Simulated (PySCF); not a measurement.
FH6NOSi2, SMILES N[Si@@H](O)[SiH2]F. Atoms are numbered in the order given.

```xyz
11

N     -1.6712    -1.1210     1.0410
Si    -1.0208     0.1502     0.0535
O     -0.5047     1.5788     0.7999
Si     1.0057    -0.5992    -0.8897
F      2.0825     0.4993    -0.2458
H     -1.0775    -1.5940     1.7275
H     -2.6291    -1.0416     1.3938
H     -2.1259     0.5120    -0.8917
H      0.4709     1.6266     0.8386
H      1.4511    -1.9688    -0.4468
H      1.1162    -0.5252    -2.3891
```

Geometry: PBE-D3(BJ)/def2-SVP. The structure was generated by enumeration; whether it is a known compound was not checked. The values are those of a single conformer.

Two levels are set side by side: PBE/pcSseg-1 (PySCF) and B3LYP/pcSseg-1 (PySCF). GIAO shifts against CFCl3 (¹⁹F), H2O (¹⁷O), NH3 (¹⁵N), TMS (²⁹Si), TMS (¹H) at the same level; non-relativistic, no solvent, atoms listed together averaged. Differences are taken from unrounded values.

```csv
quantity,PBE
δ(¹⁵N) of N1 (ppm),56.4
δ(²⁹Si) of Si2 (ppm),-25.7
δ(¹⁷O) of O3 (ppm),95.9
δ(²⁹Si) of Si4 (ppm),8.4
δ(¹⁹F) of F5 (ppm),-289.9
δ(¹H) of H8 (ppm),5.46
δ(¹H) of H9 (ppm),3.71
"δ(¹H) of H10, H11 (ppm)",5.96
```

Q: These are the PBE values. What does B3LYP give? (An estimate is asked for; the answer gives what the named calculation found.)

A: 
```tsv
quantity	B3LYP	PBE minus B3LYP
δ(¹⁵N) of N1 (ppm)	51.2	5.1
δ(²⁹Si) of Si2 (ppm)	-26.9	1.2
δ(¹⁷O) of O3 (ppm)	85.6	10.3
δ(²⁹Si) of Si4 (ppm)	5.0	3.4
δ(¹⁹F) of F5 (ppm)	-267.3	-22.6
δ(¹H) of H8 (ppm)	5.17	0.29
δ(¹H) of H9 (ppm)	3.69	0.02
δ(¹H) of H10, H11 (ppm)	5.66	0.29
```

Rough cost on one machine, each run with all the roots and properties that it gave: B3LYP against PBE within a factor of 2.
